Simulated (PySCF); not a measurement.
LDA on Er (erbium, neutral), [Xe] 4f12 5d2, one real determinant (an excited configuration). Calculation: PySCF 2.14, in ANO-RCC-VTZP; scalar relativity by spin-free X2C-1e.

```
cycle= 32 E= -13076.3351079215  delta_E= 4.17e-05  |g|= 0.0164  |ddm|= 0.11
cycle= 33 E= -13076.3350955273  delta_E= 1.24e-05  |g|= 0.0189  |ddm|= 0.0454
cycle= 34 E= -13076.3350972433  delta_E= -1.72e-06  |g|= 0.0176  |ddm|= 0.0664
cycle= 35 E= -13076.335139646  delta_E= -4.24e-05  |g|= 0.0112  |ddm|= 0.0599
cycle= 36 E= -13076.3351596643  delta_E= -2e-05  |g|= 0.00396  |ddm|= 0.0437
cycle= 37 E= -13076.335162337  delta_E= -2.67e-06  |g|= 0.00136  |ddm|= 0.0082
cycle= 38 E= -13076.335162367  delta_E= -3e-08  |g|= 0.00129  |ddm|= 0.00541
cycle= 39 E= -13076.3351626941  delta_E= -3.27e-07  |g|= 0.000175  |ddm|= 0.00313
cycle= 40 E= -13076.3351626889  delta_E= 5.21e-09  |g|= 0.000239  |ddm|= 0.000289
cycle= 41 E= -13076.3351626853  delta_E= 3.59e-09  |g|= 0.000277  |ddm|= 0.000171
cycle= 42 E= -13076.3351626971  delta_E= -1.18e-08  |g|= 0.000141  |ddm|= 0.00144
cycle= 43 E= -13076.3351626994  delta_E= -2.24e-09  |g|= 6.44e-05  |ddm|= 0.000584
cycle= 44 E= -13076.3351627001  delta_E= -7.24e-10  |g|= 1.96e-05  |ddm|= 0.000289
converged SCF energy = -13076.3351627001  <S^2> = 6.0679865  2S+1 = 5.027121
```

Highest occupied orbital energy: 0.771 eV; ⟨L²⟩ = 36.82; populations by l: s 10.00, p 24.07, d 22.00, f 11.93.

Q: Can this result be used?

A: Not for this state. Self-consistency was reached. ⟨L²⟩ = 36.82 against 72 for a pure L term, so this real determinant mixes terms. Spin-orbit coupling, absent here, splits the open shell strongly. ⟨S²⟩ = 6.07 against 6.00 shows spin contamination. At LDA the highest occupied level has a positive energy, so only the finite basis holds that electron; for this excited configuration the basis is too tight for the outer shell.
